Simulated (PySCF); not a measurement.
Se(Cl)(NMe2) (C2H6ClNSe), SMILES N(C)([Se]Cl)C.

Coordinates come from a B3LYP-D3(BJ)/def2-SVP optimisation. The values are those of a single conformer.

The numbers are results of PySCF with HF/def2-TZVP, not measurements.

The total energy is -2993.06103 hartree and the point group comes out as Cs. The highest occupied level is -9.55 eV and the lowest empty level is 1.53 eV. The orbital gap comes out as 11.08 eV, the dipole moment is 3.00 D and the quadrupole, principal values (traceless, Buckingham form, about the centre of nuclear charge) comes out as -5.41, 0.47, 4.94 D·Å. The mean static polarisability is 69.5 bohr³ (10.30 Å³). The polarisability, principal values is 56.3, 65.4, 86.8 bohr³.
